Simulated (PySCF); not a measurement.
**Core-level binding energies of `FC(F)[C@@H]1BCCCC1`**

Compound: C6H11BF2.
Numbering: `[F:1][CH:2]([F:3])[C@@H:4]1[BH:5][CH2:6][CH2:7][CH2:8][CH2:9]1`

Computed, not measured: delta-SCF UKS SCAN, pcX-2 on the ionised atom, pcseg-1 elsewhere, spin-free X2C (PySCF). Each binding energy is the total energy of the core-ionised species, with the hole localised on one atom, minus that of the ground state; both are solved self-consistently, so orbital relaxation is included.

Q: What binding energy does each computed site have?

A: 
| atom(s) | environment | level | binding energy (eV) | above the level's lowest (eV) | count |
| --- | --- | --- | --- | --- | --- |
| F1 | fluorine of a CF2 group | F 1s | 692.86 | +0.12 | 1 |
| C2 | CHF2 carbon | C 1s | 295.26 | +5.05 | 1 |
| F3 | fluorine of a CF2 group | F 1s | 692.74 | 0.00 | 1 |
| C4 | sp3 carbon bound to boron | C 1s | 290.47 | +0.26 | 1 |
| B5 | three-coordinate boron | B 1s | 195.84 | 0.00 | 1 |
| C6 | sp3 carbon bound to boron | C 1s | 290.21 | 0.00 | 1 |
| C7 | ring CH2 carbon | C 1s | 290.62 | +0.41 | 1 |
| C8 | ring CH2 carbon | C 1s | 290.63 | +0.42 | 1 |
| C9 | ring CH2 carbon | C 1s | 290.70 | +0.49 | 1 |

Lowest listed C 1s: C6, bonded to C, 2 H and B. Highest, 5.05 eV above it: C2, bonded to 2 F, C and H. The values 290.62 and 290.63 eV lie too close for their order to be trusted.

The 2 F 1s values lie within 0.12 eV of each other; Gaussian lines of 0.5 eV full width would blend them into one maximum.

Q: Express the binding energy of C 1s of C7 in atomic units and per mole.

A: 290.62 eV = 10.6801 Eh = 28041 kJ/mol.

Q: What is the longest wavelength that can ionise C 1s of C7 vertically?

A: λ = hc/E = 12398.42 eV Å / 290.62 eV = 42.662 Å.

Geometry: PBE0-D3(BJ)/def2-SVP, one conformer, isolated molecule.

Hardware: one thread, Intel Xeon 6975P-C (x86_64), shared host with 192 logical CPUs at a one-minute load of 61. Cost: 2.5 min, 0.75 GiB resident at most.
